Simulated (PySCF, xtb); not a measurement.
methyl(methylsilylmethoxy)silane (C3H12OSi2), SMILES C[SiH2]OC[SiH2]C.

GFN2-xTB in xtb at its own geometry gives an orbital gap of 5.83 eV and a dipole moment of 0.85 D.

Coordinates come from a B3LYP-D3(BJ)/def2-SVP optimisation. One conformer was computed; it need not be the lowest.

**Question.** What does PBE/def2-TZVP (PySCF) give? (Estimate from the structure and the level; the computed values follow.)

**Answer.** gap 6.11 eV (levels -6.45 and -0.33 eV), dipole 0.99 D.
